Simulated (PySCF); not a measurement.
Electronic structure of Lu⁵⁴⁺ (lutetium, charge +54) at the PBE level

Configuration: [Ne] 3s2 3p5, 2P determinant. Calculation: PySCF 2.14, in an even-tempered Gaussian basis (19 s from 13 bohr⁻², ratio 2.2; 12 p from 17 bohr⁻², ratio 2.2; 5 d from 71 bohr⁻², ratio 2.4; 4 f from 110 bohr⁻², ratio 2.4; 4 g from 160 bohr⁻², ratio 2.4); the non-relativistic Hamiltonian (point nucleus).

- Total energy: -10914.65 hartree
- One-electron energy: -11993.31 hartree
- Hartree (Coulomb) energy: 1228.37 hartree
- Exchange-correlation energy: -149.70 hartree
- Kinetic energy: 10913.95927 hartree
- ⟨S²⟩: 0.7501
- ⟨L²⟩: 2.001
- Sum of ⟨r⟩: 2.104 bohr
- Sum of ⟨r²⟩: 0.3964 bohr²
- Traceless quadrupole moment −½Σ⟨3z² − r²⟩ along its main axis: 0.0184 e·bohr²
- Density at the nucleus (Gaussians lack the cusp): 254000 bohr⁻³
- Spin density at the nucleus: -2.27 bohr⁻³

```tsv
shell	electrons	mean orbital energy (hartree)	spread (hartree)	rms radius, mean of both spins (bohr)
1s α	1	-2290.64809	0	0.0247
1s β	1	-2290.52969	0	0.0247
2s α	1	-486.64855	0	0.0966
2s β	1	-486.56171	0	0.0966
2p α	3	-473.04437	0.36411	0.0831
2p β	3	-472.91998	0.16551	0.0831
3s α	1	-195.14404	0	0.227
3s β	1	-194.78598	0	0.227
3p α	3	-189.87091	0.53557	0.216
3p β	2	-189.51591	0	0.216
```

A non-relativistic calculation at this Z misses sizeable relativistic shifts. Spin-orbit coupling, absent here, splits the open shell strongly.
